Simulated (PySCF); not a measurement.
C3H6BFN2, SMILES FB1N(CN=C1)C.

Geometry optimised at PBE-D3(BJ)/def2-SVP. This is a generated structure with no PubChem entry under its InChIKey; it may be hypothetical. Other conformers were not sampled.

Method: PBE-D3(BJ)/def2-SVP (PySCF).

No scaling factor is applied to the harmonic values.

Computed vibrational spectrum:
```json
[
 {"mode": "1", "ν (cm⁻¹)": "156", "IR (km/mol)": "0.1", "moving atoms (share of kinetic energy)": "H 88 %"},
 {"mode": "2", "ν (cm⁻¹)": "170", "IR (km/mol)": "0.4", "moving atoms (share of kinetic energy)": "C 45 %, H 36 %, N 11 %"},
 {"mode": "3", "ν (cm⁻¹)": "224", "IR (km/mol)": "2.0", "moving atoms (share of kinetic energy)": "F 38 %, C 36 %, H 21 %"},
 {"mode": "4", "ν (cm⁻¹)": "225", "IR (km/mol)": "0.1", "moving atoms (share of kinetic energy)": "N 41 %, H 22 %, F 15 %, B 12 %, C 11 %"},
 {"mode": "5", "ν (cm⁻¹)": "389", "IR (km/mol)": "26.4", "moving atoms (share of kinetic energy)": "N 37 %, H 36 %, C 19 %"},
 {"mode": "6", "ν (cm⁻¹)": "391", "IR (km/mol)": "2.4", "moving atoms (share of kinetic energy)": "C 27 %, N 24 %, F 22 %, H 17 %, B 10 %"},
 {"mode": "7", "ν (cm⁻¹)": "563", "IR (km/mol)": "2.9", "moving atoms (share of kinetic energy)": "F 37 %, C 34 %, N 13 %, B 10 %"},
 {"mode": "8", "ν (cm⁻¹)": "615", "IR (km/mol)": "6.3", "moving atoms (share of kinetic energy)": "B 62 %, H 17 %, N 12 %"},
 {"mode": "9", "ν (cm⁻¹)": "647", "IR (km/mol)": "1.6", "moving atoms (share of kinetic energy)": "C 48 %, N 32 %, F 11 %, H 9 %"},
 {"mode": "10", "ν (cm⁻¹)": "810", "IR (km/mol)": "22.8", "moving atoms (share of kinetic energy)": "C 37 %, N 36 %, H 18 %"},
 {"mode": "11", "ν (cm⁻¹)": "858", "IR (km/mol)": "4.7", "moving atoms (share of kinetic energy)": "H 60 %, C 29 %"},
 {"mode": "12", "ν (cm⁻¹)": "977", "IR (km/mol)": "1.9", "moving atoms (share of kinetic energy)": "C 54 %, H 24 %, N 20 %"},
 {"mode": "13", "ν (cm⁻¹)": "990", "IR (km/mol)": "22.2", "moving atoms (share of kinetic energy)": "C 40 %, H 34 %, N 18 %"},
 {"mode": "14", "ν (cm⁻¹)": "1004", "IR (km/mol)": "8.3", "moving atoms (share of kinetic energy)": "H 62 %, C 32 %"},
 {"mode": "15", "ν (cm⁻¹)": "1075", "IR (km/mol)": "3.7", "moving atoms (share of kinetic energy)": "B 38 %, H 31 %, C 24 %"},
 {"mode": "16", "ν (cm⁻¹)": "1097", "IR (km/mol)": "1.2", "moving atoms (share of kinetic energy)": "H 77 %, C 18 %"},
 {"mode": "17", "ν (cm⁻¹)": "1164", "IR (km/mol)": "0.1", "moving atoms (share of kinetic energy)": "H 89 %, N 8 %"},
 {"mode": "18", "ν (cm⁻¹)": "1193", "IR (km/mol)": "3.8", "moving atoms (share of kinetic energy)": "H 47 %, C 23 %, N 16 %, B 8 %"},
 {"mode": "19", "ν (cm⁻¹)": "1235", "IR (km/mol)": "52.5", "moving atoms (share of kinetic energy)": "H 40 %, N 40 %, C 20 %"},
 {"mode": "20", "ν (cm⁻¹)": "1264", "IR (km/mol)": "27.1", "moving atoms (share of kinetic energy)": "H 58 %, C 24 %, N 11 %"},
 {"mode": "21", "ν (cm⁻¹)": "1361", "IR (km/mol)": "139.2", "moving atoms (share of kinetic energy)": "B 37 %, H 23 %, N 23 %, C 11 %"},
 {"mode": "22", "ν (cm⁻¹)": "1376", "IR (km/mol)": "11.9", "moving atoms (share of kinetic energy)": "H 89 %"},
 {"mode": "23", "ν (cm⁻¹)": "1389", "IR (km/mol)": "17.2", "moving atoms (share of kinetic energy)": "H 73 %, C 22 %"},
 {"mode": "24", "ν (cm⁻¹)": "1412", "IR (km/mol)": "9.0", "moving atoms (share of kinetic energy)": "H 97 %"},
 {"mode": "25", "ν (cm⁻¹)": "1424", "IR (km/mol)": "14.8", "moving atoms (share of kinetic energy)": "H 88 %"},
 {"mode": "26", "ν (cm⁻¹)": "1518", "IR (km/mol)": "204.0", "moving atoms (share of kinetic energy)": "B 38 %, N 36 %, H 17 %"},
 {"mode": "27", "ν (cm⁻¹)": "1582", "IR (km/mol)": "30.3", "moving atoms (share of kinetic energy)": "C 49 %, N 40 %"},
 {"mode": "28", "ν (cm⁻¹)": "2931", "IR (km/mol)": "18.1", "moving atoms (share of kinetic energy)": "H 95 %"},
 {"mode": "29", "ν (cm⁻¹)": "2939", "IR (km/mol)": "70.8", "moving atoms (share of kinetic energy)": "H 97 %"},
 {"mode": "30", "ν (cm⁻¹)": "2967", "IR (km/mol)": "13.3", "moving atoms (share of kinetic energy)": "H 90 %, C 10 %"},
 {"mode": "31", "ν (cm⁻¹)": "3002", "IR (km/mol)": "25.0", "moving atoms (share of kinetic energy)": "H 90 %, C 10 %"},
 {"mode": "32", "ν (cm⁻¹)": "3064", "IR (km/mol)": "27.2", "moving atoms (share of kinetic energy)": "H 91 %, C 9 %"},
 {"mode": "33", "ν (cm⁻¹)": "3074", "IR (km/mol)": "6.2", "moving atoms (share of kinetic energy)": "H 91 %, C 9 %"}
]
```
